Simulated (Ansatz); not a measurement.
Mulliken charges of C₂H₇In, SMILES `[CH3][InH][CH3]` from r2SCAN/def2-TZVPP in Ansatz (PBE0-D4/def2-TZVP geometry).

```json
{"atom": "C1", "x (Å)": "-1.218", "y (Å)": "1.120", "z (Å)": "-0.869", "charge (e)": "-0.496"}
{"atom": "In2", "x (Å)": "0.690", "y (Å)": "0.460", "z (Å)": "-0.104", "charge (e)": "0.673"}
{"atom": "C3", "x (Å)": "0.796", "y (Å)": "-1.429", "z (Å)": "0.939", "charge (e)": "-0.496"}
{"atom": "H4", "x (Å)": "-1.590", "y (Å)": "0.401", "z (Å)": "-1.604", "charge (e)": "0.077"}
{"atom": "H5", "x (Å)": "-1.949", "y (Å)": "1.166", "z (Å)": "-0.059", "charge (e)": "0.078"}
{"atom": "H6", "x (Å)": "-1.152", "y (Å)": "2.100", "z (Å)": "-1.341", "charge (e)": "0.086"}
{"atom": "H7", "x (Å)": "2.113", "y (Å)": "1.428", "z (Å)": "-0.324", "charge (e)": "-0.162"}
{"atom": "H8", "x (Å)": "1.809", "y (Å)": "-1.656", "z (Å)": "1.270", "charge (e)": "0.086"}
{"atom": "H9", "x (Å)": "0.449", "y (Å)": "-2.233", "z (Å)": "0.285", "charge (e)": "0.078"}
{"atom": "H10", "x (Å)": "0.136", "y (Å)": "-1.408", "z (Å)": "1.810", "charge (e)": "0.078"}
```

Question: By hand: the dipole of these point charges (1 e Å = 4.8032 D).

Answer: Σ q r = (0.159, 0.108, -0.023) e Å, of length 0.194 e Å = 0.93 D.

Question: How does the dipole of the full density compare? (An estimate is asked.)

Answer: Ansatz gave: (-0.106, -0.072, 0.016) e Å, 0.62 D; the point charges give 1.50 times that, at 180° from its direction, so they point the opposite way.

Point charges leave out the atoms' own dipoles, such as those of lone pairs, and Mulliken's split depends on the basis, so the two needn't agree.
